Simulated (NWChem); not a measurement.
System meant: SiBiH$_{3}$Cl$_{2}$; SMILES [Cl][Bi]([SiH3])[Cl]

The following NWChem deck was run.

```
start job
memory heap 200 mb stack 900 mb global 1100 mb
geometry units angstroms noautoz
  Bi    -0.200883     0.010811     0.493362
  Cl    -0.819942    -1.936902    -0.914627
  Cl    -0.877844     1.894221    -0.974181
  Si     2.231936     0.031432    -0.651461
  H      2.961603     1.270897    -0.244978
  H      2.016169     0.002289    -2.124232
  H      3.003397    -1.167668    -0.203015
end
basis spherical
  Bi library def2-svp
  Cl library def2-svp
  Si library def2-svp
  H library def2-svp
end
dft
  xc xpbe96 cpbe96
  iterations 150
  mulliken
end
task dft energy
```

End of the output:

```
          Convergence Information
          -----------------------
          Convergence aids based upon iterative change in
          total energy or number of iterations.
          Levelshifting, if invoked, occurs when the
          HOMO/LUMO gap drops below (HL_TOL):  1.00D-02
          DIIS, if invoked, will attempt to extrapolate
          using up to (NFOCK): 10 stored Fock matrices.

                    Damping( 0%)  Levelshifting(0.5)       DIIS
                  --------------- ------------------- ---------------
          dE  on:    start            ASAP                start
          dE off:    2 iters        150 iters           150 iters

      Screening Tolerance Information
      -------------------------------
          Density screening/tol_rho:  1.00D-10
          AO Gaussian exp screening on grid/accAOfunc:  14
          CD Gaussian exp screening on grid/accCDfunc:  20
          XC Gaussian exp screening on grid/accXCfunc:  20
          Schwarz screening/accCoul:  1.00D-08

      Superposition of Atomic Density Guess
      -------------------------------------

      charge =      83.0 Bi (Bismuth)

      symmetry species            s     p     d     f
      number of basis functions =10     7     6     0
      number of cont. functions = 4     4     2     0
      number of closed shells   = 6     4     3     1
      number of open shells     = 0     1     0     0
      open shell occupation     = 0     3     0     0
 ------------------------------------------------------------------------
 atomscf:atomd: error in atom scf                   0
 ------------------------------------------------------------------------
 ------------------------------------------------------------------------
  current input line :
    23: task dft energy
 ------------------------------------------------------------------------
 ------------------------------------------------------------------------
 This error has not yet been assigned to a category
 ------------------------------------------------------------------------
 For more information see the NWChem manual at https://nwchemgit.github.io

0:atomscf:atomd: error in atom scf:Received an Error in Communication
```

Question: Find the fault in this run and fix the input.

Answer: The run crashed. Cause: the def2 basis of a heavy element holds valence functions alone and wants its effective core potential (without it all electrons must fit into that basis). This input runs:
```
start job
memory heap 200 mb stack 900 mb global 1100 mb
geometry units angstroms noautoz
  Bi    -0.200883     0.010811     0.493362
  Cl    -0.819942    -1.936902    -0.914627
  Cl    -0.877844     1.894221    -0.974181
  Si     2.231936     0.031432    -0.651461
  H      2.961603     1.270897    -0.244978
  H      2.016169     0.002289    -2.124232
  H      3.003397    -1.167668    -0.203015
end
basis spherical
  * library def2-svp
end
ecp
  Bi library def2-ecp
end
dft
  xc xpbe96 cpbe96
  iterations 150
  mulliken
end
task dft energy
```
It converges to -1425.51759 Ha (PBE/def2-SVP with def2 effective core potentials on Bi).
